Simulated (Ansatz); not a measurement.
Ideal-gas functions of Cl2FGa (`[F][Ga]([Cl])[Cl]`) at 500 K and 1 bar, from an Ansatz frequency run at PBE0-D4/def2-TZVP.

Molar mass 159.63 g/mol, point group C2v (symmetry number 2), electronic degeneracy 1, moments of inertia 118.642, 243.376, 362.018 u Å². Harmonic wavenumbers (cm⁻¹, unscaled): 122, 160, 169, 409, 483, 713.

Use S(trans) = R[1.5 ln M + 2.5 ln T − 1.1517]; rotational temperatures θ = 24.2544 K / I; S(rot) = R[ln(√π/σ · √(T³/θAθBθC)) + 1.5]; for each mode x = 1.438777 ν̃/T, S = R[x/(eˣ − 1) − ln(1 − e⁻ˣ)] and H = RT x/(eˣ − 1); 1 cm⁻¹ = 0.0119627 kJ/mol; R = 8.31446 J/(mol·K).

Question: By hand: the entropy, in J/(mol·K).

Answer: Translation 182.9. Rotation: θ = 0.2044, 0.0997, 0.067 K, giving 116.4. Vibration, mode by mode: 17.06, 14.84, 14.39, 7.42, 6.22, 3.66, in all 63.6. Electronic 0.0. Sum 362.9 J/(mol·K).

Question: By hand: H − E and G − E in kJ/mol, counted from the electronic energy.

Answer: Zero-point energy ½ × 2056 × 0.0119627 = 12.3; thermal vibration 15.3; translation, rotation and pV give 4 RT = 16.6. H − E = 44.2 kJ/mol, and G − E = 44.2 − 500 × 362.9/1000 = -137.2 kJ/mol.

Vibration gives 18 % of the entropy, 17.1 J/(mol·K) of it from the mode under 150 cm⁻¹: soft modes count most, and the harmonic formula is weakest for them.
